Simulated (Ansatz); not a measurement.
Mulliken charges of ClH$_{5}$SSi$_{2}$ (`[SiH3]S[SiH2]Cl`) from ωB97M-V/def2-TZVPP in Ansatz (PBE0-D4/def2-TZVP geometry).

| atom | x (Å) | y (Å) | z (Å) | charge (e) |
| --- | --- | --- | --- | --- |
| Si1 | -0.689 | 1.462 | -0.190 | 0.172 |
| S2 | 0.903 | 0.645 | 0.997 | -0.261 |
| Si3 | 0.711 | -1.377 | 0.399 | 0.317 |
| Cl4 | 0.942 | -1.606 | -1.631 | -0.205 |
| H5 | -1.802 | 0.482 | -0.267 | -0.005 |
| H6 | -1.129 | 2.696 | 0.504 | -0.008 |
| H7 | -0.217 | 1.791 | -1.555 | -0.002 |
| H8 | -0.630 | -1.908 | 0.729 | -0.005 |
| H9 | 1.786 | -2.127 | 1.082 | -0.004 |

**Question.** By hand: the dipole of these point charges (1 e Å = 4.8032 D).

**Answer.** Σ q r = (-0.307, -0.034, 0.160) e Å, of length 0.348 e Å = 1.67 D.

**Question.** How does the dipole of the full density compare? (Estimate.)

**Answer.** Computed: (-0.164, 0.030, 0.098) e Å, 0.93 D; the point charges give 1.80 times that, at 15° from its direction.

Point charges leave out the atoms' own dipoles, such as those of lone pairs, and Mulliken's split depends on the basis, so the two needn't agree.
